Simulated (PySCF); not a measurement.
Work out the structure from these simulated measurements.

Formula: C2H6Cl4Si2.

- Polarisability: 128.8 au [CAM-B3LYP/def2-SVPD]
- Dipole: 2.87 D [CAM-B3LYP/def2-SVPD]
- 13C NMR: chemical shifts (computed TMS as zero) by class: 1.1 (2 C) ppm [GIAO B97-2/pcSseg-1]
- NMR, other nuclei: isotropic shieldings of nuclei other than C and H, by class: 319 (1 Si), 332 (1 Si), 811 (3 Cl), 957 (1 Cl) ppm [GIAO B97-2/pcSseg-1]
- UV, strongest line: among the 10 lowest singlet transitions: S3 at 6.99 eV (177 nm, f = 0.182) [TDDFT CAM-B3LYP/def2-SVPD]
- Valence photoelectron: vertical ionisation energy: 10.10 eV [ΔSCF CAM-B3LYP/def2-SVPD]
- 1H NMR: chemical shifts (computed TMS as zero) by class: 0.57 (6 H) ppm [GIAO B97-2/pcSseg-1]
- Rotational structure: rotational constants A, B, C: 0.840, 0.543, 0.517 GHz [PBE0-D3(BJ)/def2-SVP]
- UV, first state: lowest singlet excitation: 6.60 eV (188 nm, f = 0.050) [TDDFT CAM-B3LYP/def2-SVPD]

Electronic properties: PySCF, gas phase, density fitting. Levels stand in brackets. Geometry: PBE0-D3(BJ)/def2-SVP; no solvent, vibrations or thermal averaging. Each NMR value is the plain mean over a class of atoms that symmetry, rotation or inversion makes alike.

Task: What is the compound? Reason from the data.

Result: Numbering: `[CH3:1][Si:2]([CH3:3])([Cl:4])[Si:5]([Cl:6])([Cl:7])[Cl:8]`. Its formula, C2H6Cl4Si2, gives 0 degrees of unsaturation, so no ring and no π bond. 2 carbons fall into 1 class: Si-methyl carbon [C1/C3] (1.1 ppm, 2 C). All hydrogens form one class (0.57 ppm): methyl hydrogen. The other shieldings belong to: 319 ppm, chlorine-bound silicon [Si5]; 332 ppm, chlorine-bound silicon [Si2]; 811 ppm, silicon-bound chlorine [Cl6/Cl7/Cl8]; 957 ppm, silicon-bound chlorine [Cl4]. The first electron is taken from the HOMO, whose largest Löwdin shares are 0.19 on a chlorine-bound silicon, 0.18 on a chlorine-bound silicon, 0.18 on a silicon-bound chlorine and 0.12 on a silicon-bound chlorine. By its constants the optimised geometry is an asymmetric top. Structure: `Cl[Si]([Si](Cl)(C)C)(Cl)Cl`. The assignments are read from this structure; whether some other isomer fits the data as well wasn't checked.

Conformer computed: `[CH3:1][Si:2]([CH3:3])([Cl:4])[Si:5]([Cl:6])([Cl:7])[Cl:8]`: C1–Si2–Si5–Cl6 53°.
